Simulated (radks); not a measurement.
Problem. The mean radii <r> (bohr) of the occupied orbitals of an atom or ion are listed with their occupations. Method: Dirac Kohn-Sham, Slater X-alpha with alpha = 0.69, spin-unpolarised, spherical densities, finite nucleus; Fermi nuclear charge, rms radius of each element as measured or else 0.836 A^(1/3) + 0.57 fm; computed with a radial shooting solver on a logarithmic mesh with Libxc functionals.

orbital  occ.      <r>
1s1/2       2  0.02152
2s1/2       2  0.09100
2p1/2       2  0.07589
2p3/2       4  0.08284
3s1/2       2   0.2391
3p1/2       2   0.2287
3p3/2       4   0.2419
3d3/2       4   0.2140
3d5/2       6   0.2182
4s1/2       2   0.5416
4p1/2       2   0.5527
4p3/2       4   0.5832
4d3/2       4   0.6177
4d5/2       6   0.6286
5s1/2       2    1.325
5p1/2       2    1.494
5p3/2       4    1.596
4f5/2       6   0.8851
4f7/2       3   0.9030

Name the element and its charge. Open shells, if any, fill j = l - 1/2 first.

Solution. Z = 65, terbium, charge +2: Tb2+ in [Xe] 4f9. The 1s radius gives Z: for a bare nucleus <r> = (2 gamma + 1)/(2Z) with gamma = sqrt(1 - (Z/c)^2), 0.02124 bohr for Z = 65, and screening makes it slightly larger (0.02152 here). The occupations add up to 63, and the charge is Z minus that.
